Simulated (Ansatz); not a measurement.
Complex (SMILES): F (HF) with C[SiH3] (CH3-SiH3), atoms 1 to 2 the first; geometry from B3LYP-D3(BJ)/def2-TZVP, monomers rigid:
```xyz
10

F     -0.8072     1.2098    -1.0332
H     -0.8337     1.4847    -0.1466
C     -0.8969     2.1476     1.9988
Si    -0.9462     2.6964     3.7994
H     -1.4172     2.8789     1.3758
H      0.1409     2.0657     1.6668
H     -1.3852     1.1755     1.8964
H     -0.2415     1.7083     4.6485
H     -0.2858     4.0143     3.9445
H     -2.3510     2.8086     4.2554
```

Interaction energy at B3LYP with Ansatz (a program for electronic structure), kcal/mol, without and with the counterpoise correction (monomers among the partner's ghost functions). All functions are spherical. No added dispersion term, no relativity. Reference, counterpoise-corrected: the value in aug-pcseg-3, -1.38.

| basis | functions | uncorrected |
|---|---|---|
| def2-SVP | 81 | -2.55 |
| cc-pV(D+d)Z | 86 | -2.65 |
| def2-TZVPP | 202 | -1.62 |
| 6-311++G(3df,3pd) | 251 | -1.67 |
| def2-QZVPPD | 436 | -1.39 |
| aug-cc-pV(Q+d)Z | 571 | -1.44 |
| cc-pV(5+d)Z | 667 | -1.52 |
| pcseg-4 | 734 | -1.39 |

Q: How large is the counterpoise correction in each set?

A: def2-SVP 1.70, cc-pV(D+d)Z 1.90, def2-TZVPP 0.42, 6-311++G(3df,3pd) 0.31, def2-QZVPPD 0.01, aug-cc-pV(Q+d)Z 0.07, cc-pV(5+d)Z 0.15, pcseg-4 0.01 kcal/mol. The corrected value lies nearer the reference in 8 of 8 rows.
